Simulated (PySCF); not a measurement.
# Radial density of Au²⁺ (gold, charge +2)

M06-2X, [Xe] 4f14 5d8 6p1, one real determinant (an excited configuration). Computed with PySCF 2.14 in ANO-RCC-VTZP, with the spin-free X2C one-electron Hamiltonian (Gaussian nucleus).

```json
{"r (bohr)": "0.0193", "4πr²ρ (e/bohr)": "97.06", "4πr²(ρα − ρβ)": "0.0037"}
{"r (bohr)": "0.0324", "4πr²ρ (e/bohr)": "115.9", "4πr²(ρα − ρβ)": "0.0138"}
{"r (bohr)": "0.0545", "4πr²ρ (e/bohr)": "147.5", "4πr²(ρα − ρβ)": "0.0595"}
{"r (bohr)": "0.0917", "4πr²ρ (e/bohr)": "114.2", "4πr²(ρα − ρβ)": "0.1740"}
{"r (bohr)": "0.154", "4πr²ρ (e/bohr)": "136.0", "4πr²(ρα − ρβ)": "0.0706"}
{"r (bohr)": "0.259", "4πr²ρ (e/bohr)": "74.61", "4πr²(ρα − ρβ)": "0.1588"}
{"r (bohr)": "0.436", "4πr²ρ (e/bohr)": "82.69", "4πr²(ρα − ρβ)": "0.2256"}
{"r (bohr)": "0.734", "4πr²ρ (e/bohr)": "27.36", "4πr²(ρα − ρβ)": "0.5159"}
{"r (bohr)": "1.23", "4πr²ρ (e/bohr)": "14.24", "4πr²(ρα − ρβ)": "1.7534"}
{"r (bohr)": "2.08", "4πr²ρ (e/bohr)": "2.839", "4πr²(ρα − ρβ)": "0.8936"}
{"r (bohr)": "3.49", "4πr²ρ (e/bohr)": "0.3931", "4πr²(ρα − ρβ)": "0.3139"}
{"r (bohr)": "5.88", "4πr²ρ (e/bohr)": "0.02018", "4πr²(ρα − ρβ)": "0.0201"}
{"r (bohr)": "9.88", "4πr²ρ (e/bohr)": "1.729e-05", "4πr²(ρα − ρβ)": "0.0000"}
```

Densities and radii are taken from the X2C orbitals without a picture-change correction, which distorts them close to the nucleus.

⟨L²⟩ = 14.02 against 20 for a pure G term, so this real determinant mixes terms. Spin-orbit coupling, absent here, splits the open shell strongly.
